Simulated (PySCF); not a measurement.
C₆H₁₀NO (doublet state).
Z-matrix (Å and degrees, GFN2-xTB geometry), rows numbered from 1:
```
C 
C   1  1.4669
N   2  1.4565  1  112.80
C   3  1.4437  2  117.01  1   -59.84
C   3  1.3546  2  118.45  1   120.28
O   5  1.2218  3  121.63  2    -3.14
C   5  1.4870  3  116.64  2   176.22
C   7  1.3234  5  120.63  3   151.45
H   1  1.0724  2  119.93  3   -36.70
H   1  1.0712  2  120.38  3   152.06
H   2  1.0984  1  110.97  3  -123.57
H   2  1.1064  1  111.49  3   116.73
H   4  1.0953  3  111.49  2   -98.87
H   4  1.0897  3  111.05  2   139.06
H   4  1.0896  3  108.04  2    20.40
H   7  1.0800  5  117.61  3   -31.45
H   8  1.0771  7  122.54  5   178.15
H   8  1.0778  7  120.22  5    -2.22
```

The hyperfine couplings belong to this conformer and change with its torsions.

As a line formula: `[CH2]CN(C)C(=O)C=C` [radical].

Level of theory: PySCF 2.14.0, UKS B3LYP, pcH-1 on C H N O, non-relativistic, mean-field spin-orbit, GIAO. The structure is a single GFN2-xTB conformer in the gas phase; no vibrational or solvent corrections. Couplings are sensitive to structure, and on GFN2-xTB geometries they can be far from those on DFT ones. The frame is twisted about the C5–C7 bond at this geometry (dihedral O6–C5–C7–C8 = -29°); couplings at other torsion angles weren't computed. No stability test was run, so a lower SCF solution isn't excluded.

Principal values of hyperfine tensors in MHz (contact and dipolar terms together), for some of the nuclei:

```
atom  isotope       A1      A2      A3
 H12       1H   155.82  161.94  171.90
 H10       1H  -101.99  -63.15  -23.82
  H9       1H   -98.21  -59.72  -20.42
 H11       1H    37.43   38.53   52.72
  C2      13C   -35.28  -32.96  -27.68
  N3      14N     5.26    5.41    8.47
  C7      13C     2.95    3.10    3.86
  O6      17O    -7.27   -1.35   -0.94
```

**Question.** Split each tensor into its isotropic and traceless parts, and turn a_iso into mT with g = 2.0027.

**Answer.** a_iso = (A1 + A2 + A3)/3, Ti = Ai − a_iso; 1 mT corresponds to 28.030 MHz.

```json
{"atom": "H12", "a_iso (MHz)": "163.22", "a_iso (mT)": "5.823", "T1": "-7.40", "T2": "-1.28", "T3": "8.68"}
{"atom": "H10", "a_iso (MHz)": "-62.99", "a_iso (mT)": "-2.247", "T1": "-39.00", "T2": "-0.16", "T3": "39.17"}
{"atom": "H9", "a_iso (MHz)": "-59.45", "a_iso (mT)": "-2.121", "T1": "-38.76", "T2": "-0.27", "T3": "39.03"}
{"atom": "H11", "a_iso (MHz)": "42.89", "a_iso (mT)": "1.530", "T1": "-5.46", "T2": "-4.37", "T3": "9.83"}
{"atom": "C2", "a_iso (MHz)": "-31.97", "a_iso (mT)": "-1.141", "T1": "-3.31", "T2": "-0.98", "T3": "4.29"}
{"atom": "N3", "a_iso (MHz)": "6.38", "a_iso (mT)": "0.228", "T1": "-1.12", "T2": "-0.97", "T3": "2.09"}
{"atom": "C7", "a_iso (MHz)": "3.30", "a_iso (mT)": "0.118", "T1": "-0.35", "T2": "-0.20", "T3": "0.55"}
{"atom": "O6", "a_iso (MHz)": "-3.19", "a_iso (mT)": "-0.114", "T1": "-4.08", "T2": "1.84", "T3": "2.25"}
```

**Question.** What spin density at the nucleus of H9 lies behind its contact coupling (g_N = 5.58569)?

**Answer.** a_FC = 800.24 MHz bohr³ × g_N × ρ(0)/(2S). With a_FC = -59.45 MHz and 2S = 1, ρ(0) = -0.0133 bohr⁻³. In magnitude that is 4.2 % of the 1/π = 0.318 of a free hydrogen atom.

**Question.** C1 (13C, g_N = 1.40482) isn't in the table. Its spin density at the nucleus is 0.08044 bohr⁻³. What is its contact coupling?

**Answer.** By the same relation, a_FC = 90.4 MHz. Its full tensor has the principal values 9.96, 10.60, 250.73 MHz.

**Question.** What first-order splitting does H12 cause when the field lies along A1, A2 or A3 of its tensor (g taken as isotropic, no quadrupole term)?

**Answer.** 2 lines (I = 1/2), spaced by |A_i|/(g × 13.996): 5.56, 5.78, 6.13 mT along the axes of A1, A2 and A3.

The run took 93 s wall (grids of density and orbitals included) on an Arm Neoverse V1 with one thread, shared host with 32 logical CPUs at a one-minute load of 44, and the process peaked at 0.97 GiB of memory.
